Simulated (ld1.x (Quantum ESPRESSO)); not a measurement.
# Building the RRKJ potential for cobalt (PBE, scalar-relativistic).

| Item | Value |
| --- | --- |
| Element | Co (Z = 27) |
| Generator | ld1.x (Quantum ESPRESSO) 7.5 |
| Type | norm-conserving RRKJ (Kleinman–Bylander form) |
| Functional | PBE |
| Relativity | scalar-relativistic |
| Frozen core | [Ar] |
| Valence charge | 9 |
| Reference configuration | 3d7 4s2 4p0 |
| Partial waves | 4p (bound, empty): rc 3.45 bohr; 3d (bound): rc 1.45 bohr; 4s (bound): rc 1.65 bohr |
| Local potential | the s channel |
| Core correction | Bessel-smoothed model core inside 0.75 bohr |
| rho0 | 0.001 |

Poles of the logarithmic derivatives, all-electron (AE) and pseudo (PS). s: poles at -0.0, 3.3 (AE) and -0.0, 2.7 (PS) Ry. p: poles at 0.6, 4.0 (AE) and 0.6, 4.1 (PS) Ry. d: poles at -0.6, 1.7 (AE) and -0.6, 1.9 (PS) Ry. Test radius 3.75 bohr.

- Cutoffs needed: 90 Ry and 120 Ry (the cutoffs (Ry, on a coarse ladder) from which the occupation-weighted sum of valence levels, in a spherical-Bessel basis at the reference potential, stays within 10 and 1 mRy of its value at 400 Ry)
- Ghost test: no extra level below or beside the all-electron valence levels (p, d, s, f tested) (spherical-Bessel basis up to 400 Ry, 20 bohr box)
- Largest excitation error: -1833 meV (all-electron minus pseudo) for 3d5 4s0 4p0, out of 7 test configurations
